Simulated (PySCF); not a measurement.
F4Hf, charge +1, doublet, at a GFN2-xTB geometry (such geometries of metal compounds can be far from the true shape) (the multiplicity is a formal guess) (core potentials on Hf).

Input for PySCF:
```python
from pyscf import gto, scf, dft

mol = gto.Mole()
mol.atom = '''
    Hf    0.00000000   -0.00000000   -0.00000000
    F     1.22674153    0.87023871   -1.08387958
    F     0.88960024   -1.19152916    1.10719231
    F    -1.21136832   -0.92425168   -1.05610168
    F    -0.90497345    1.24554213    1.03278894
'''
mol.basis = 'def2-sv(p)'
mol.ecp = {'Hf': 'def2-sv(p)'}
mol.charge = 1
mol.spin = 1
mol.verbose = 4
mol.build()

mf = dft.UKS(mol)
mf.xc = 'b3lyp'
mf.kernel()
```

Problem. Estimate the nuclear repulsion energy that B3LYP/def2-SV(P) (PySCF) returns for this input.

Solution. 208.2589 Eh

Problem. Give the Mulliken (on the basis functions themselves) charges in atom order at the level B3LYP/def2-SV(P).

Solution. Hf1 1.89, F2 -0.22, F3 -0.22, F4 -0.22, F5 -0.22

Problem. Predict the number of basis functions from B3LYP/def2-SV(P).

Solution. 81

Problem. What is the computed HOMO energy (B3LYP/def2-SV(P))?

Solution. -18.30 eV

Problem. Give the total energy at the level B3LYP/def2-SV(P).

Solution. -446.8688 Eh

These values belong to the state on which the SCF converged, which isn't shown to be the lowest.
